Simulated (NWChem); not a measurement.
Species: SnNH$_{4}$F; SMILES [NH2][SnH2][F]

```xyz
7

Sn     0.2876    -0.0506     0.0169
N     -0.8291     1.6268    -0.1143
F     -0.8198    -1.6105    -0.3748
H      0.7940    -0.2619     1.6320
H      1.4741    -0.0308    -1.2089
H     -1.5925     1.6805     0.5565
H     -1.2073     1.8115    -1.0408
```
Atoms are numbered in this order, from 1.

Program: NWChem. Coordinates come from a PBE0/def2-SVP optimisation. def2 effective core potentials on Sn; no spin-orbit coupling. Static field.

**Question.** Order these by “isotropic polarisability (bohr³)”, lowest first: BHandHLYP/def2-SVPD; B3LYP/def2-SVPD; PBE/def2-SVPD.

**Answer.** BHandHLYP/def2-SVPD (45.8), B3LYP/def2-SVPD (48.5), PBE/def2-SVPD (50.5)
